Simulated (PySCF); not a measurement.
PySCF input:

```python
from pyscf import gto, scf, dft

mol = gto.M(
    atom='''
    S    -0.04999147   -0.01908382   -0.41466625
    C    -0.07168400   -0.01278042    1.22690343
    H     1.22996749    0.38202373   -0.72676059
    ''',
    basis='def2-tzvpd',
    charge=0,
    spin=1,
    verbose=4,
)

mf = dft.UKS(mol, xc='bp86').density_fit(auxbasis='def2-universal-jkfit')
mf.grids.level = 3
mf.conv_tol = 1e-9
mf.max_cycle = 100
mf.max_memory = 1500
mf.kernel()
if not mf.converged:
    mf = mf.newton()
    mf.kernel(mf.make_rdm1())
for _ in range(2):
    mo, _, stable, _ = mf.stability(return_status=True)
    if stable:
        break
    mf.kernel(mf.make_rdm1(mo, mf.mo_occ))
mf.analyze()
```

Predict the final energy.

-436.81513 Eh (BP86/def2-TZVPD).

It need not be the lowest isomer of its formula.
